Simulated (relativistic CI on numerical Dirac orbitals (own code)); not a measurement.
Radial parameters of Sn15+

These numbers are calculated, not measured: Dirac-Coulomb-Breit CI, KLI orbitals optimised for each configuration, model QED (radiative potential, 1s self-energy scaled to tabulated hydrogen-like ionisation energies), unscaled Slater integrals (own radial code, finite nucleus).

Slater integrals F^k, G^k are unscaled and averaged over j, outside the closed core [Ar] 3d10; ζ comes from projecting the Hamiltonian with its Breit term on Σ l·s of the shell.

- 4s2 4p5: ζ(4p) = 52500 cm⁻¹; <r>(4p) = 0.7832, <r^2>(4p) = 0.692 (bohr units).
- 4s2 4p4 4d: F^2(4p,4p) = 132950, ζ(4p) = 52741, F^2(4p,4d) = 126670, G^1(4p,4d) = 160330, G^3(4p,4d) = 101520, ζ(4d) = 5659.9 cm⁻¹; <r>(4p) = 0.7827, <r^2>(4p) = 0.6912, <r>(4d) = 0.8309, <r^2>(4d) = 0.7874 (bohr units).
- 4s 4p5 4d: G^1(4s,4p) = 175200, ζ(4p) = 52644, G^2(4s,4d) = 125080, F^2(4p,4d) = 126640, G^1(4p,4d) = 160310, G^3(4p,4d) = 101500, ζ(4d) = 5709.9 cm⁻¹; <r>(4s) = 0.7509, <r^2>(4s) = 0.6327, <r>(4p) = 0.7827, <r^2>(4p) = 0.6912, <r>(4d) = 0.831, <r^2>(4d) = 0.7877 (bohr units).

Averages of the first 10 configurations, taken without configuration mixing, which lowers the lowest level and can move excited configurations by several eV; other configurations of the list can lie among them:

```tsv
Configuration	Parity	States	Average energy above the lowest level (eV)
4s2 4p5	odd	6	4.6
4s 4p6	even	2	61.9
4s2 4p4 4d	even	150	80.7
4s 4p5 4d	odd	120	135.4
4s2 4p4 4f	odd	210	163.0
4s 4p5 4f	even	168	218.0
4p6 4d	even	10	196.2
4s 4p4 4d2	even	1350	210.7
4s2 4p4 5s	even	30	175.8
4s2 4p3 4d 4f	even	2800	239.5
```
